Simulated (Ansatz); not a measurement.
Ag2Au4⁺. The state is a doublet with charge 1. Geometry PBE-D4/def2-SVP; atoms count from 1.

```xyz
6

Au    0.648   -1.489    0.059
Au    1.054   -1.325   -2.578
Au   -0.099    0.762   -1.368
Au   -1.238    2.831   -0.215
Ag    0.233   -1.536    2.723
Ag   -0.598    0.757    1.378
```

In the def2 sets Ag, Au take a core potential; there is no spin–orbit coupling. No other spin state of charge 1 was run. Another isomer (doublet) lies 0.30 eV lower at PBE0-D4/def2-TZVP; other spin states weren't run for this one.

(1) Estimate the Mulliken populations from the PBE0/def2-TZVP orbitals of Ansatz.

(2) Where does the spin sit?

(3) And the Mayer bond orders between bonded heavy atoms (over 0.3)?

Answers

(1) 
```
atom  charge (e)  spin (α − β)  d electrons
 Au1       -0.02          0.13         9.81
 Au2        0.61          0.11         9.82
 Au3       -0.18          0.25         9.76
 Au4        0.40          0.00         9.81
 Ag5        0.22          0.39         9.95
 Ag6       -0.02          0.12         9.95
```
Mulliken values and Mayer orders depend strongly on the basis.

(2) Summed by element: Au 0.50, Ag 0.50, of 1 unpaired in all. Largest on single atoms: Ag5 0.39, Au3 0.25, Au1 0.13.

(3) Au1–Au2 0.43 (2.67 Å); Au1–Au3 0.49 (2.77 Å); Au1–Ag5 0.46 (2.70 Å); Au2–Au3 0.44 (2.67 Å); Au3–Au4 0.59 (2.63 Å); Au3–Ag6 0.50 (2.79 Å); Au4–Ag6 0.51 (2.69 Å); Ag5–Ag6 0.41 (2.78 Å).
